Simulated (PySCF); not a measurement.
## 2 IH₃ → IH₂ + IH₄

Level: PBE0 in the def2-TZVP basis family, computed in PySCF with density fitting; scalar-relativistic core potentials for atoms from Rb on, none lighter, no spin–orbit coupling; open shells unrestricted.

```
species                                                          state and structure  ZPE (kJ/mol)  H(298 K) − H(0) (kJ/mol)  S° (J/(mol K))
    IH₃  singlet, C2v, I–H 1.624 Å, I–H 1.829 Å (×2); H–I–H 81.3° (×2), H–I–H 162.6°          48.5                      10.3           235.3
    IH₂                                 doublet, C2v, I–H 1.792 Å (×2); H–I–H 154.6°          15.0                      11.6           237.1
    IH₄                                               doublet, D4h, I–H 1.796 Å (×4)          53.6                      12.2           243.6
```

(1) Is the gas-phase reaction uphill or downhill in electronic energy at this level, and by how much?

(2) Add zero-point, thermal and entropy terms for 298.15 K and 1 bar.

Results:

(1) At PBE0/def2-TZVP, ΔE = 104.6 kJ/mol, uphill. The bond broken in IH₃ is stronger than the one that a second molecule gains.

(2) ΔZPE = -28.4 and Δ[H(298) − H(0)] = 3.2 kJ/mol give ΔH° = 79.4 kJ/mol. ΔS° = 10.1 J/(mol K), so ΔG° = 79.4 − 298.15 × (0.0101) = 76 kJ/mol and log₁₀K = -13.4.

Only the bonding shown was studied: isomers, or loss of a ligand pair, can lie lower.
